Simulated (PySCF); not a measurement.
Species: C₅H₃NS (charge +1 and doublet state).
Geometry (GFN2-xTB, Å), atoms numbered from 1 in this order:
```xyz
10
C5H3NS angstrom
N      3.1284    0.2054   -0.1910
C      1.9908    0.0662   -0.1217
C      0.6022   -0.0903   -0.0526
C     -0.0467   -1.3399   -0.1837
S     -1.7034   -1.2199   -0.0519
C     -1.5942    0.5487    0.1809
C     -0.3184    0.9826    0.1537
H      0.4537   -2.2791   -0.3494
H     -2.4920    1.1228    0.3211
H     -0.0115    2.0083    0.2721
```

The species is `N#CC1[CH+][CH]SC=1` [radical] (charge +1).

Theory: UKS B3LYP, pcH-1 on C H N S, non-relativistic, mean-field spin-orbit, GIAO in PySCF. Isolated species at its GFN2-xTB geometry, gas phase. A GFN2-xTB geometry isn't a minimum of the functional, and hyperfine couplings can be far from their values at a DFT geometry, by a factor of two or more for some ions and for spin on atoms past the first row. Stability of the SCF solution: not tested.

**Question.** Match the computed a_iso(13C) values +32.0, -27.5, -24.6, +21.3, +16.5 MHz with the sites C2; C3; C4; C6; C7.

**Answer.** 
| site | a_iso (MHz) | ρ(0) (bohr⁻³) | position | distance from C6 (Å) | spin population | largest \|T\| (MHz) |
| --- | --- | --- | --- | --- | --- | --- |
| C2 | -27.5 | -0.0245 | 1 bond from N1 | 3.63 | -0.09 | 10.6 |
| C3 | +21.3 | +0.0190 | a main spin site | 2.30 | +0.31 | 53.2 |
| C4 | +16.5 | +0.0145 | a main spin site | 2.47 | +0.28 | 51.9 |
| C6 | +32.0 | +0.0287 | largest spin population | 0.00 | +0.35 | 54.7 |
| C7 | -24.6 | -0.0219 | 1 bond from C6 | 1.35 | -0.14 | 16.9 |

**Question.** The isotropic 1H couplings are -24.8, -22.1, +5.9 MHz. Assign them to H8; H9; H10.

**Answer.** 
| site | a_iso (MHz) | ρ(0) (bohr⁻³) | position | distance from C6 (Å) | bound to | spin population there | largest \|T\| (MHz) |
| --- | --- | --- | --- | --- | --- | --- | --- |
| H8 | -22.1 | -0.0050 | 1 bond from C4 | 3.53 | C4 | +0.28 | 15.7 |
| H9 | -24.8 | -0.0055 | 1 bond from C6 | 1.07 | C6 | +0.35 | 15.3 |
| H10 | +5.9 | +0.0013 | 2 bonds from C6, on C7 of spin population -0.14 | 2.15 | C7 | -0.14 | 3.0 |

ρ(0) is the spin density at the nucleus and T the dipolar tensor; a_iso includes a spin–orbit part. The Mulliken spin populations are largest on C6 (+0.35), C3 (+0.31), C4 (+0.28) and N1 (+0.25). Four atoms exceed +0.15. The positive populations add up to 1.26 and the negative ones to -0.26, together 2S = 1. Main spin sites, with 60 % or more of the largest population: N1, C3, C4, C6; positions count bonds from the nearest.

The spin density at the nucleus, in bohr⁻³, is negative for C2 (-0.0245), C7 (-0.0219) and H9 (-0.0055), for instance. A restricted open-shell determinant has no negative spin density anywhere; here it arises because α and β orbitals differ (spin polarisation).

The SMILES `N#CC1=CS[CH][CH+]1` draws the unpaired electron on C6, whose computed spin population is only +0.35.

Time: 50 s of wall time (grids of density and orbitals included); peak memory 0.74 GiB. Hardware: one thread, Arm Neoverse V2 (aarch64), shared host with 32 logical CPUs at a one-minute load of 26.
